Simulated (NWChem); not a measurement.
System: Si2H3OF3; SMILES F[SiH2]O[SiH](F)F

Here is an NWChem input.

```
start job
memory heap 200 mb stack 700 mb global 900 mb
geometry units angstroms noautoz
  Si     0.262664    -1.741557    -0.489295
  F     -0.760107    -2.545870     0.454167
  O      0.538660    -0.255237     0.169891
  Si    -0.043730     1.239939     0.442491
  F      0.850642     2.301112    -0.347359
  F     -1.527906     1.343039    -0.144050
  H      1.549876    -2.464866    -0.513001
  H     -0.353795    -1.596368    -1.825858
  H     -0.037538     1.559498     1.873465
end
basis spherical
  Si library cc-pvdz
  F library cc-pvdz
  O library cc-pvdz
  H library cc-pvdz
end
dft
  xc xpbe96 cpbe96
  iterations 150
  mulliken
end
task dft energy
```

Parts of the log:

```
             Northwest Computational Chemistry Package (NWChem) 7.3.0
             --------------------------------------------------------

 C1  symmetry detected

                             Geometry "geometry" -> ""
                             -------------------------

 Output coordinates in angstroms (scale by  1.889725989 to convert to a.u.)

  No.       Tag          Charge          X              Y              Z
 ---- ---------------- ---------- -------------- -------------- --------------
    1 Si                  14.0000     0.49682226    -1.70438956    -0.37364586
    2 F                    9.0000    -0.66286683    -2.54452654     0.35600579
    3 O                    8.0000     0.56634719    -0.19928635     0.29693430
    4 Si                  14.0000    -0.12383617     1.27017197     0.41260324
    5 F                    9.0000     0.86753968     2.36266583    -0.19852976
    6 F                    9.0000    -1.45808504     1.29717535    -0.46858297
    7 H                    1.0000     1.79126316    -2.36713401    -0.11704274
    8 H                    1.0000     0.16372869    -1.60358143    -1.81113972
    9 H                    1.0000    -0.42686497     1.60622068     1.80726725

 Effective nuclear repulsion energy (a.u.)     400.7693329138

  pbe96 is a nonlocal functional; adding pw91lda local functional.

                                 NWChem DFT Module
                                 -----------------

 Summary of "ao basis" -> "ao basis" (spherical)
 ------------------------------------------------------------------------------
       Tag                 Description            Shells   Functions and Types
 ---------------- ------------------------------  ------  ---------------------
 Si                         cc-pvdz                  8       18   4s3p1d
 F                          cc-pvdz                  6       14   3s2p1d
 O                          cc-pvdz                  6       14   3s2p1d
 H                          cc-pvdz                  3        5   2s1p

            General Information
            -------------------
          SCF calculation type: DFT
          Wavefunction type:  closed shell.
          No. of atoms     :     9
          No. of electrons :    66
           Alpha electrons :    33
            Beta electrons :    33
          Charge           :     0
          Spin multiplicity:     1
          Use of symmetry is: off; symmetry adaption is: off
          Maximum number of iterations: 150
          AO basis - number of functions:   107
                     number of shells:    49
          Convergence on energy requested:  1.00D-06
          Convergence on density requested:  1.00D-05
          Convergence on gradient requested:  5.00D-04

              XC Information
              --------------
          PerdewBurkeErnzerhof Exchange Functional  1.000
            Perdew 1991 LDA Correlation Functional  1.000 local
           PerdewBurkeErnz. Correlation Functional  1.000 non-local

             Grid Information
             ----------------
          Grid used for XC integration:  medium
          Radial quadrature: Mura-Knowles
          Angular quadrature: Lebedev.
          Tag              B.-S. Rad. Rad. Pts. Rad. Cut. Ang. Pts.
          ---              ---------- --------- --------- ---------
          Si                  1.10       88          11.0       590
          F                   0.50       49          12.0       434
          O                   0.60       49           8.0       434
          H                   0.35       45          12.0       434
          Grid pruning is: on
          Number of quadrature shells:   507
          Spatial weights used:  Erf1

      Superposition of Atomic Density Guess
      -------------------------------------

 Sum of atomic energies:        -952.08364252

      Non-variational initial energy
      ------------------------------

 Total energy =    -953.387687
 1-e energy   =   -2121.866330
 2-e energy   =     767.709310
 HOMO         =      -0.393478
 LUMO         =       0.058732

     ---------------------------------------------
      Total Density - Mulliken Population Analysis
     ---------------------------------------------

    Atom       Charge   Shell Charges
 -----------   ------   -------------------------------------------------------
    1 Si  14    12.80   2.00  2.01  0.70  0.36  6.00  0.98  0.44  0.30
    2 F    9     9.56   2.00  0.91  1.00  3.51  2.13  0.00
    3 O    8     8.87   2.00  0.86  0.89  3.11  2.00  0.00
    4 Si  14    12.41   2.00  2.01  0.63  0.25  6.01  0.84  0.30  0.38
    5 F    9     9.54   2.00  0.91  1.00  3.50  2.13  0.00
    6 F    9     9.55   2.00  0.91  1.00  3.50  2.13  0.00
    7 H    1     1.10   0.69  0.39  0.01
    8 H    1     1.10   0.69  0.40  0.01
    9 H    1     1.08   0.67  0.40  0.01

   convergence    iter        energy       DeltaE   RMS-Dens  Diis-err
 ---------------- ----- ----------------- --------- --------- ---------
 d= 0,ls=0.0,diis     1   -954.9579138469 -1.36D+03  1.85D-02  1.51D+00
 d= 0,ls=0.0,diis     2   -954.6706873925  2.87D-01  1.03D-02  5.07D+00
 d= 0,ls=0.0,diis     3   -955.1181184814 -4.47D-01  1.65D-03  4.28D-02
 d= 0,ls=0.0,diis     4   -955.1203024623 -2.18D-03  7.58D-04  1.55D-02
 d= 0,ls=0.0,diis     5   -955.1213284283 -1.03D-03  2.98D-04  3.64D-03
  Resetting Diis
 d= 0,ls=0.0,diis     6   -955.1216509976 -3.23D-04  5.87D-05  7.97D-05
 d= 0,ls=0.0,diis     7   -955.1216577955 -6.80D-06  5.39D-05  1.90D-05
 d= 0,ls=0.0,diis     8   -955.1216520707  5.72D-06  3.75D-05  8.42D-05
 d= 0,ls=0.0,diis     9   -955.1216594195 -7.35D-06  3.70D-06  3.45D-07
 d= 0,ls=0.0,diis    10   -955.1216594528 -3.32D-08  1.07D-06  4.58D-08

         Total DFT energy =     -955.121659452751
      One electron energy =    -2124.121550849876
           Coulomb energy =      850.715970625881
    Exchange-Corr. energy =      -82.485412142575
 Nuclear repulsion energy =      400.769332913820

[...]
```

Level: PBE/cc-pVDZ. All runs use the structure optimised with B3LYP/6-31G* (spherical d).
